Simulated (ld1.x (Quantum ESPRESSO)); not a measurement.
**Reading a pseudo-wave (thallium)**

Columns: radius, all-electron u(r) and pseudo u(r) of the 5s shell (level -160.82 eV) of thallium in the configuration [Kr] 4d10 4f14 5s2 5p6 5d10 6s0 6p0; LDA (PZ), scalar-relativistic, TM scheme, ld1.x (Quantum ESPRESSO) 7.5.

```tsv
r (bohr)	all-electron	pseudo
0.100	0.3267	0.1436
0.200	-0.0107	0.2923
0.300	-0.7170	0.4505
0.400	-0.4128	0.6210
0.500	0.2818	0.8007
0.600	0.8642	0.9754
0.700	1.1898	1.1180
0.800	1.2880	1.1944
0.900	1.2358	1.1817
1.000	1.1030	1.0850
1.100	0.9391	0.9362
1.200	0.7738	0.7737
1.300	0.6228	0.6228
1.400	0.4926	0.4926
1.500	0.3844	0.3844
1.600	0.2969	0.2969
1.700	0.2273	0.2273
1.800	0.1730	0.1730
1.900	0.1308	0.1308
2.000	0.0984	0.0984
2.100	0.0738	0.0738
2.200	0.0551	0.0551
2.300	0.0410	0.0410
2.400	0.0305	0.0305
2.500	0.0226	0.0226
2.600	0.0167	0.0167
```

How many radial nodes do the two functions have?

The all-electron 5s function has n − l − 1 = 4 (the table is too coarse to show those close to the nucleus); the pseudo-wave has 0, since the states of the same l below it are removed with the core.

At about which radius was the pseudo-wave matched?

1.30 bohr, where the columns begin to agree (steps of 0.10 bohr).

Is the pseudo-wave norm-conserving?

Yes: the TM scheme keeps the norm inside the radius equal to the all-electron one, which fixes the energy derivative of the logarithmic derivative at the level.
